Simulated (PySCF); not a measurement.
**Spinor energies of Bi(2+) (bismuth, charge +2)**

Start: [Xe] 4f14 5d10 6s2 6p1; 6p3/2 filled at m_j = +3/2. Calculated with PySCF 2.14 in x2c-SVPall-2c (7s11p7d2f, 89 functions): generalised Hartree-Fock with the X2C-1e Hamiltonian and a Gaussian nucleus; one run each with spin-orbit coupling (SO) screened by Boettger's factors, then bare. This is a chosen level, not necessarily the ground level.

```
spinor shell  electrons  ε, screened SO (eV)  ε, bare SO (eV)  weight of nominal j (bare SO)  rms radius, bare SO (bohr)
       1s1/2          2             -91020.3         -91017.9                          1.000                      0.0178
       2s1/2          2             -16522.9         -16522.2                          1.000                      0.0718
       2p1/2          2             -15852.7         -15904.7                          1.000                      0.0605
       2p3/2          4             -13527.3         -13512.2                          1.000                      0.0691
       3s1/2          2              -4074.5          -4074.2                          1.000                       0.183
       3p1/2          2              -3772.3          -3783.9                          1.000                       0.174
       3p3/2          4              -3244.5          -3241.0                          1.000                       0.192
       3d3/2          4              -2753.6          -2763.0                          1.000                       0.168
       3d5/2          6              -2642.8          -2636.9                          1.000                       0.172
       4s1/2          2              -988.57          -988.51                          1.000                       0.401
       4p1/2          2              -855.77          -858.66                          1.000                       0.403
       4p3/2          4              -724.17          -723.30                          1.000                       0.439
       4d3/2          4              -507.44          -509.50                          1.000                       0.449
       4d5/2          6              -482.93          -481.60                          1.000                       0.456
       4f5/2          6              -199.61          -201.17                          1.000                       0.479
       5s1/2          2              -199.48          -199.49                          1.000                       0.891
       4f7/2          8              -194.26          -193.06                          1.000                       0.481
       5p1/2          2              -151.12          -151.70                          1.000                       0.950
       5p3/2          4              -125.96          -125.81                          1.000                        1.04
       5d3/2          4              -55.351          -55.617                          0.999                        1.29
       5d5/2          6              -52.376          -52.214                          0.999                        1.32
       6s1/2          2              -34.306          -34.314                          1.000                        2.24
       6p3/2          1              -22.406          -22.394                          1.000                        2.95
```

```csv
quantity,screened SO,bare SO
E (hartree),-21552.69328,-21555.08102
M_J,3/2,3/2
⟨J²⟩,3.756,3.756
⟨L²⟩,2.201,2.214
⟨S²⟩,0.949,0.962
```

Each row is a mean over spinors that exchange with the open shell spreads, by up to 1.961 eV (6s1/2).

Breit and QED terms are absent; they matter most for the inner s and p1/2 levels.

Densities and radii are taken from the X2C orbitals without a picture-change correction, which distorts them close to the nucleus.
